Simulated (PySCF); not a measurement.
Ga(H)(SiH3)2 (GaH₇Si₂), SMILES [SiH3][GaH][SiH3].

The structure is a stationary point at ωB97X-D3(BJ)/def2-SVP.

All values below come from r2SCAN/def2-TZVP run with PySCF.

Isolated molecule, no solvent.

Computed frontier levels, gap, dipole moment and polarisability:
| Item | Result |
|---|---|
| highest occupied level | -6.51 eV |
| lowest empty level | -3.02 eV |
| orbital gap | 3.49 eV |
| dipole moment | 0.16 D |
| quadrupole, principal values (traceless, Buckingham form, about the centre of nuclear charge) | -4.03, -2.22, 6.24 D·Å |
| mean static polarisability | 95.6 bohr³ (14.17 Å³) |
| polarisability, principal values | 71.9, 90.1, 124.7 bohr³ |
